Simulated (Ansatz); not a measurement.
```xyz
8

C     0.0000    0.0000   -0.4419
C     0.0000    1.2299    0.1960
C     0.0000   -1.2299    0.1960
H     0.0000    0.0000   -1.5389
H     0.0000    2.1641   -0.3691
H     0.0000    1.2985    1.2879
H     0.0000   -2.1641   -0.3691
H     0.0000   -1.2985    1.2879
```

Basis set: cc-pVDZ (spherical functions). Correlated methods keep 3 orbitals frozen. Charge 0, multiplicity 2.

Computed with Ansatz (development build ahead of 0.2.0); each method stands on the lowest determinant of its kind that the runs found.

(1) Give the atomization energy at this shape (free ground-state atoms in the same class of orbitals less the molecule, no zero-point energy) of doublet C₃H₅ by UHF-MP2, UHF.

## Answers

(1)

```
 method  atomization energy
UHF-MP2       2986.6 kJ/mol
    UHF       2422.3 kJ/mol
```

Caution: the unrestricted determinant is spin contaminated.
